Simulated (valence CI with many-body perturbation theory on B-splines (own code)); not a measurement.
**Nb³⁴⁺: electric-dipole lines**

Level of theory: configuration interaction combined with many-body perturbation theory (CI+MBPT): five valence electrons over a frozen Dirac-Fock core [He], radial functions for each j: 9 s, 9 p, 8 d, 6 f, 3 g, 1 h, with the one-electron correlation potential Σ1 (screened to all orders), the two-electron term Σ2, the three-electron term Σ3, Breit, model QED; selected single and double excitations, second order for the rest (own B-spline code, finite nucleus).

No measured spectrum was set against this ion. As an estimate, large intervals hold to a few tenths of a per cent, small ones and those within an open d or f shell to about a per cent. Among the levels kept, up to 2100 cm⁻¹ of a level comes from second order outside the variational space, and about a tenth of that is noise between levels of different J, which matters for small intervals.

Lines 201 to 247 of 247 in falling wavelength, among levels below 2858.0 eV, chosen from the strongest by gf and those to the six lowest levels. Wavelengths and rates use the calculated energies. Electric multipoles are in the length gauge, E1 and E2 with the static RPA response of the core. Weak lines are less certain than strong ones. Lines between different terms over intervals too small for the method are left out, as are lines whose strength nearly cancels. The highest levels of a list are the least certain.

Levels are named by their leading jj configuration (3d3/2^4 stands for four electrons in 3d with j = 3/2), which in mixed levels can hold well under half, so a name can repeat and another be missing. Letters in brackets count levels of one name in rising energy.

```csv
λ vac (Å),Upper,Lower,A (s⁻¹),log gf,Branch %
4.631,(2s^2 2p1/2 2p3/2 3d5/2) J=5/2 [b],(2s^2 2p1/2 2p3/2^2) J=3/2,1.17e+14,0.35,64.3
4.624,(2s^2 2p1/2 2p3/2 3d5/2) J=3/2 [b],(2s^2 2p1/2 2p3/2^2) J=3/2,3.04e+12,-1.41,2.7
4.620,(2s^2 2p1/2 2p3/2 3d5/2) J=1/2,(2s^2 2p1/2 2p3/2^2) J=3/2,5.48e+12,-1.45,4.5
4.612,(2s 2p1/2^2 2p3/2 3p3/2) J=3/2,(2s^2 2p1/2 2p3/2^2) J=1/2,1.08e+11,-2.86,0.4
4.609,(2s 2p1/2^2 2p3/2 3p1/2) J=3/2 [a],(2s^2 2p1/2 2p3/2^2) J=3/2,1.64e+11,-2.68,6.0
4.605,(2s 2p1/2^2 2p3/2 3p1/2) J=5/2,(2s^2 2p1/2 2p3/2^2) J=3/2,4.70e+12,-1.05,53.2
4.599,(2s 2p1/2^2 2p3/2 3p3/2) J=1/2,(2s^2 2p1/2 2p3/2^2) J=1/2,2.36e+11,-2.82,1.3
4.588,(2s 2p1/2^2 2p3/2 3p3/2) J=7/2,(2s^2 2p1/2 2p3/2^2) J=5/2,4.82e+11,-1.91,93.3
4.586,(2s 2p1/2^2 2p3/2 3p1/2) J=3/2 [b],(2s^2 2p1/2 2p3/2^2) J=1/2,1.20e+12,-1.82,7.9
4.584,(2s 2p1/2^2 2p3/2 3p1/2) J=1/2,(2s^2 2p1/2 2p3/2^2) J=1/2,2.85e+11,-2.75,0.6
4.565,(2s 2p1/2^2 2p3/2 3p3/2) J=5/2 [a],(2s^2 2p1/2 2p3/2^2) J=5/2,1.05e+11,-2.71,0.4
4.562,(2s^2 2p3/2^2 3s) J=5/2,(2s^2 2p1/2^2 2p3/2) J=3/2,9.14e+10,-2.77,0.5
4.551,(2s 2p1/2^2 2p3/2 3p3/2) J=3/2,(2s^2 2p1/2 2p3/2^2) J=3/2,2.40e+12,-1.53,8.1
4.544,(2s^2 2p3/2^2 3d3/2) J=3/2,(2s^2 2p1/2 2p3/2^2) J=1/2,5.40e+12,-1.18,4.6
4.542,(2s^2 2p3/2^2 3d3/2) J=1/2,(2s^2 2p1/2 2p3/2^2) J=1/2,2.49e+12,-1.81,3.9
4.539,(2s 2p1/2^2 2p3/2 3p3/2) J=5/2 [a],(2s^2 2p1/2 2p3/2^2) J=3/2,2.05e+12,-1.42,7.0
4.539,(2s 2p1/2^2 2p3/2 3p3/2) J=1/2,(2s^2 2p1/2 2p3/2^2) J=3/2,5.84e+12,-1.44,32.3
4.534,(2s^2 2p1/2 2p3/2 3d3/2) J=3/2 [a],(2s^2 2p1/2^2 2p3/2) J=3/2,2.35e+13,-0.54,66.7
4.532,(2s^2 2p1/2 2p3/2 3d3/2) J=5/2 [a],(2s^2 2p1/2^2 2p3/2) J=3/2,1.39e+13,-0.59,84.8
4.530,(2s^2 2p1/2 2p3/2 3d3/2) J=1/2 [a],(2s^2 2p1/2^2 2p3/2) J=3/2,3.45e+12,-1.67,19.2
4.526,(2s 2p1/2^2 2p3/2 3p1/2) J=3/2 [b],(2s^2 2p1/2 2p3/2^2) J=3/2,3.34e+12,-1.39,22.0
4.524,(2s 2p1/2^2 2p3/2 3p1/2) J=1/2,(2s^2 2p1/2 2p3/2^2) J=3/2,1.29e+12,-2.10,2.8
4.513,(2s^2 2p3/2^2 3s) J=1/2,(2s^2 2p1/2^2 2p3/2) J=3/2,5.20e+11,-2.50,2.2
4.512,(2s^2 2p3/2^2 3d5/2) J=7/2,(2s^2 2p1/2 2p3/2^2) J=5/2,5.20e+12,-0.90,99.8
4.512,(2s^2 2p1/2 2p3/2 3d5/2) J=5/2 [a],(2s^2 2p1/2^2 2p3/2) J=3/2,5.91e+13,0.03,56.0
4.510,(2s^2 2p3/2^2 3d3/2) J=3/2,(2s^2 2p1/2 2p3/2^2) J=5/2,2.35e+13,-0.54,20.1
4.510,(2s^2 2p1/2 2p3/2 3d5/2) J=3/2 [a],(2s^2 2p1/2^2 2p3/2) J=3/2,6.61e+12,-1.09,10.1
4.509,(2s^2 2p3/2^2 3d3/2) J=5/2,(2s^2 2p1/2 2p3/2^2) J=5/2,6.41e+13,0.07,53.6
4.503,(2s^2 2p3/2^2 3d3/2) J=7/2,(2s^2 2p1/2 2p3/2^2) J=5/2,1.37e+14,0.52,100.0
4.502,(2s 2p1/2^2 2p3/2 3p3/2) J=5/2 [b],(2s^2 2p1/2 2p3/2^2) J=5/2,4.00e+11,-2.14,2.7
4.498,(2s^2 2p1/2 2p3/2 3d3/2) J=5/2 [b],(2s^2 2p1/2^2 2p3/2) J=3/2,7.46e+13,0.13,57.0
4.495,(2s^2 2p1/2 2p3/2 3d3/2) J=3/2 [b],(2s^2 2p1/2^2 2p3/2) J=3/2,1.27e+14,0.19,75.6
4.491,(2s^2 2p1/2 2p3/2 3d3/2) J=1/2 [b],(2s^2 2p1/2^2 2p3/2) J=3/2,1.50e+14,-0.04,91.9
4.485,(2s^2 2p3/2^2 3d3/2) J=3/2,(2s^2 2p1/2 2p3/2^2) J=3/2,8.75e+13,0.02,75.0
4.484,(2s^2 2p3/2^2 3d3/2) J=5/2,(2s^2 2p1/2 2p3/2^2) J=3/2,5.43e+13,-0.01,45.4
4.484,(2s^2 2p3/2^2 3d3/2) J=1/2,(2s^2 2p1/2 2p3/2^2) J=3/2,6.06e+13,-0.44,95.3
4.483,(2s^2 2p1/2 2p3/2 3d5/2) J=5/2 [b],(2s^2 2p1/2^2 2p3/2) J=3/2,2.18e+13,-0.41,12.0
4.477,(2s^2 2p1/2 2p3/2 3d5/2) J=3/2 [b],(2s^2 2p1/2^2 2p3/2) J=3/2,8.28e+11,-2.00,0.7
4.473,(2s^2 2p1/2 2p3/2 3d5/2) J=1/2,(2s^2 2p1/2^2 2p3/2) J=3/2,2.55e+12,-1.81,2.1
4.463,(2s 2p1/2^2 2p3/2 3p1/2) J=3/2 [a],(2s^2 2p1/2^2 2p3/2) J=3/2,1.52e+12,-1.74,55.5
4.459,(2s 2p1/2^2 2p3/2 3p1/2) J=5/2,(2s^2 2p1/2^2 2p3/2) J=3/2,3.92e+12,-1.15,44.4
4.409,(2s 2p1/2^2 2p3/2 3p3/2) J=3/2,(2s^2 2p1/2^2 2p3/2) J=3/2,2.70e+13,-0.50,91.2
4.398,(2s 2p1/2^2 2p3/2 3p3/2) J=5/2 [a],(2s^2 2p1/2^2 2p3/2) J=3/2,2.72e+13,-0.33,92.4
4.398,(2s 2p1/2^2 2p3/2 3p3/2) J=1/2,(2s^2 2p1/2^2 2p3/2) J=3/2,1.18e+13,-1.16,65.4
4.385,(2s 2p1/2^2 2p3/2 3p1/2) J=3/2 [b],(2s^2 2p1/2^2 2p3/2) J=3/2,1.04e+13,-0.92,68.3
4.383,(2s 2p1/2^2 2p3/2 3p1/2) J=1/2,(2s^2 2p1/2^2 2p3/2) J=3/2,4.39e+13,-0.60,95.9
4.339,(2s 2p1/2^2 2p3/2 3p3/2) J=5/2 [b],(2s^2 2p1/2^2 2p3/2) J=3/2,1.42e+13,-0.62,96.0
```
